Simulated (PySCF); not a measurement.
**Excitation energy of Ne⁺ by level of theory**

Ne⁺ [He] 2s2 2p5 (2P) → Ne⁺ [He] 2s1 2p5 3d1 (high-spin determinant), as a difference of total energies. All numbers are calculated (PySCF 2.14, scalar relativity by spin-free X2C-1e, in aug-cc-pVQZ-DK (6s5p4d3f2g, 80 functions)). Correlated levels: valence: 1s2 frozen. The calculations carry no spin-orbit coupling.

| method | excitation energy (eV) |
| --- | --- |
| UHF | 65.818 |
| LDA | 62.756 |
| PBE | 62.591 |
| PBE0 | 63.688 |
| r2SCAN | 64.115 |
| wB97M-V | 64.251 |
| r2SCANh | 64.349 |
| BLYP | 62.479 |
| B2PLYP | 64.641 |
| MP2 (valence) | 66.099 |
| SCS-MP2 (valence) | 66.087 |

Q: How much does correlation contribute at MP2 (valence)?

A: 66.099 − (65.818) = 0.281 eV, measured against UHF.

The upper state lies above the first ionisation limit, where it may autoionise and the basis confines it. A Rydberg-like electron needs more diffuse functions than a valence basis has.

The promoted electron is Rydberg-like, and one or two diffuse shells describe it only roughly, which tends to raise the upper state.

In the upper state the promoted electron has a positive orbital energy at LDA, PBE, PBE0, r2SCAN, r2SCANh, BLYP, B2PLYP, so the basis confines it.

The determinant of the upper state mixes LS terms, which raises its energy above the lowest term, most at the Hartree-Fock and MP2 levels.
